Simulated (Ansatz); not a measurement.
Al₈N₇H₂₂, a nanocrystal cut from wurtzite AlN (hydrogen-capped). Total charge 0; doublet. Geometry PBE-D4/def2-SVP, that of the charge -1 singlet; atoms count from 1.

```xyz
37

Al   -2.8593    1.4592    0.5959
N    -1.8570    2.3904    2.0265
N    -1.7990   -0.1234    0.2707
Al   -0.3678   -0.3907    1.5366
Al   -0.3754   -3.0223   -0.2937
N     0.5576   -2.0035    1.0805
Al    0.0341    2.8253    1.6359
N     0.8043    1.1058    1.2064
Al    2.4468   -1.6897    0.7206
Al   -1.2646   -0.2314   -1.5714
N    -0.2343   -1.8241   -1.8270
N     0.0227    1.2409   -1.6933
Al    1.6030    1.1226   -0.5407
Al    1.5752   -1.4699   -2.4515
N     2.3575   -0.6003   -0.8955
H    -4.3274    1.0891    1.1645
H    -2.7589    2.4546   -0.6804
H    -1.9133    1.8434    2.9016
H    -2.3482    3.2745    2.2317
H    -2.4145   -0.9469    0.4153
H    -0.9124   -0.3985    3.0622
H    -1.9579   -3.1102    0.1280
H     0.3202   -4.4525   -0.5757
H     0.5341   -2.5981    1.9271
H     0.6938    3.4600    2.9692
H    -0.0306    3.7428    0.3001
H     1.5975    0.9475    1.8572
H     3.0423   -0.7494    1.9251
H     3.2623   -3.0634    0.4817
H    -2.4637   -0.0989   -2.6345
H    -0.6918   -2.3288   -2.6061
H    -0.4629    2.1387   -1.5216
H     0.3602    1.2702   -2.6710
H     2.6501    2.3157   -0.7965
H     2.3626   -2.8127   -2.8786
H     1.4714   -0.3429   -3.6433
H     3.3435   -0.4234   -1.1558
```

Single mean-field runs in def2-TZVP are fitted with def2-universal-jkfit.

**Question.** Estimate the Mulliken populations of the heavy atoms from the PBE0/def2-TZVP orbitals of Ansatz.

**Answer.** 
```
atom  charge (e)  spin (α − β)
 Al1        0.26          0.01
  N2       -0.55          0.00
  N3       -0.40          0.00
 Al4        0.23          0.00
 Al5        0.24          0.03
  N6       -0.40          0.01
 Al7        0.26          0.01
  N8       -0.40          0.01
 Al9        0.24          0.03
Al10        0.28          0.00
 N11       -0.41          0.06
 N12       -0.49          0.00
Al13        0.28          0.00
Al14        0.23          0.02
 N15       -0.42          0.02
```
Mulliken values depend strongly on the basis.

**Question.** Where does the spin sit?

**Answer.** Summed by element: Al 0.10, N 0.11, H 0.79, of 1 unpaired in all. Largest on single atoms: H28 0.16, H23 0.10, H22 0.10.

**Question.** And the Mayer bond orders between heavy atoms (over 0.3)?

**Answer.** Al1–N2 0.72 (1.98 Å); Al1–N3 0.76 (1.93 Å); N2–Al7 0.71 (1.98 Å); N3–Al4 0.81 (1.93 Å); N3–Al10 0.83 (1.92 Å); Al4–N6 0.85 (1.91 Å); Al4–N8 0.82 (1.93 Å); Al5–N6 0.77 (1.95 Å); Al5–N11 0.78 (1.95 Å); N6–Al9 0.78 (1.95 Å); Al7–N8 0.76 (1.93 Å); N8–Al13 0.82 (1.92 Å); Al9–N15 0.79 (1.95 Å); Al10–N11 0.82 (1.91 Å); Al10–N12 0.76 (1.96 Å); N11–Al14 0.77 (1.95 Å); N12–Al13 0.75 (1.96 Å); Al13–N15 0.83 (1.91 Å); Al14–N15 0.77 (1.95 Å).
